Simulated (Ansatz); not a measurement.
Isomers of Sr3S4 (singlet), relaxed with PBE-D4/def2-SVP; total energies from Ansatz at ωB97M-V/def2-TZVP.

| isomer | description | energy (Eh) |
| --- | --- | --- |
| A | point group C2v; 10 × S–Sr 2.60 to 3.10 Å; 1 × S–S 2.21 Å | -1685.05366 |
| B | point group Cs; 9 × S–Sr 2.68 to 2.98 Å; 1 × S–S 2.19 Å | -1685.05958 |
| C | point group not assigned; 9 × S–Sr 2.62 to 2.99 Å; 1 × S–S 2.21 Å | -1685.06467 |
| D | point group C2v; 8 × S–Sr 2.68 to 2.86 Å; 1 × S–S 2.21 Å | -1685.05306 |

In the def2 sets Sr takes a core potential; there is no spin–orbit coupling.

The isomers come from a short search, and lower ones may exist.

Work out the relative energies (1 Eh = 2625.5 kJ/mol) and the Boltzmann populations at 1200 K from electronic energies alone (R = 8.314 J/mol/K).

ΔE: A 28.9, B 13.4, C 0.0, D 30.5 kJ/mol. RT = 9.98 kJ/mol. Factors exp(−ΔE/RT): A 0.0553, B 0.261, C 1, D 0.0471; sum 1.363. Populations: A 4.1 %, B 19.1 %, C 73.3 %, D 3.5 %. Zero-point energy, vibrational entropy and symmetry numbers are left out and can shift these; an error of 4 kJ/mol changes a ratio by a factor of 1.5. Over the other density-functional and correlated levels in def2 sets, the gap between C and B ranges from 2 to 17 kJ/mol.
